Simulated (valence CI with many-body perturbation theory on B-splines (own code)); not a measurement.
Values are calculated unless marked as measured or tabulated.
A CI+MBPT run for Pb10+

Level of theory: relativistic CI+MBPT: four valence electrons over a frozen Dirac-Fock core [Xe] 4f14, radial functions for each j: 6 s, 6 p, 5 d, 5 f, 1 g, with the one-electron correlation potential Σ1 (screened to all orders), the two-electron term Σ2, the three-electron term Σ3, Breit, model QED; selected single and double excitations, second order for the rest, scaled by the run's own slope (own B-spline code, finite nucleus).

Command, and the settings that its task file holds:

```sh
python run_cv.py task.json out
```

```
atom Pb  Z=82  mass_number=208  rms_radius_fm=5.5012
core [Xe] 4f14
valence 5d4
avg = 1
basis = S
breit = 1
cap = 10000
capref = 1200
cscale = 1
de = 0.0
dress = 0
eps = 2e-08
extrap = 1
h = 0.27
hh = 1
l2 = 3
lcore = 6
maxit = 60
n2 = 5
natural = 1
nlev = 21
nno = [3, 3, 3, 3, 1]
nroot = 26
nsp = [3, 3, 2, 2, 0]
pt2 = 1
qed = 1
rmax = 1.47
rpa = 1
s1 = 1
s2 = 1
s3 = 1
screen = 1
tol = 2e-05
whole = 1
```

It took 41 s on 1 thread of Intel(R) Xeon(R) Platinum 8375C CPU @ 2.90GHz (Ice Lake), with other jobs on the host.

Log. The first blocks belong to the next ion, which gives the ionisation energy. Fields: 2J, parity (1 odd), roots, reference size, generating configurations, candidates as configurations/state functions, variational space P, stored matrix elements, Davidson steps; e2 is the range of second-order energies in hartree. The first line gives the box (bohr), its intervals, the orbitals and the steps of their self-consistent field. Window is the range of levels sought, series limit the energy at which the first omitted orbital would enter, core excitation an estimate of the first excitation out of the core, left out the lowest levels not solved, and shifts from estimates the range by which levels moved from their first estimate, all in cm⁻¹.

```
rmax 1.5 intervals 54 orbitals 40 references ['5d4'] scf 3 t 0.7
2J=3 par=0 roots 2 ref 43 generators 5 cand 1142/2795 P 273/660 nnz 0 it 0
2J=3 par=0 roots 2 ref 43 generators 10 cand 1847/4415 P 430/1055 nnz 0 it 0
   second order: generators 15 cand 2159/5043 e2 -0.00001 -0.00000
reference levels 34, estimated 2, window 36486 1/cm; series limit 38772, core excitation 623456
2J=0 par=0 roots 1 ref 5 generators 3 cand 1715/3270 P 307/517 nnz 0 it 0
2J=0 par=0 roots 1 ref 5 generators 6 cand 2904/5894 P 521/917 nnz 0 it 0
   second order: generators 9 cand 4550/10476 e2 -0.00001 -0.00001
2J=2 par=0 roots 1 ref 4 generators 5 cand 2823/16567 P 256/1173 nnz 0 it 0
2J=2 par=0 roots 1 ref 4 generators 5 cand 2729/16083 P 437/2127 nnz 0 it 4
   second order: generators 11 cand 5272/32392 e2 -0.00002 -0.00002
left out: unestimated 53379, estimated none, shifts from estimates -38 to 0
operators 5.7
```

The Davidson iterations converged. The settings are bad on purpose, so the numbers may not be properties of the ion.

No measured levels were compared; by estimate terms of the open shell hold to 2 to 4 % of their energy, and close levels can change places. Only levels of the ground parity were solved; by the run's estimate the other parity begins above the list, which can be wrong where configurations are misplaced.

* Valence energy: -24.48466 hartree
* Ionisation energy: 126.8 eV (NIST: 182 ± 2.4 eV (theoretical))
* Reference configurations for the orbitals: 5d4
* Radial orbitals: 40
* Box radius: 1.47 bohr
* Largest variational space: 2127
* Lowest levels: (5d3/2^4) J=0 0.0, (5d3/2^3 5d5/2) J=1 36457 cm⁻¹

Levels are named by their leading jj configuration (3d3/2^4 stands for four electrons in 3d with j = 3/2), which in mixed levels can hold well under half, so a name can repeat and another be missing.
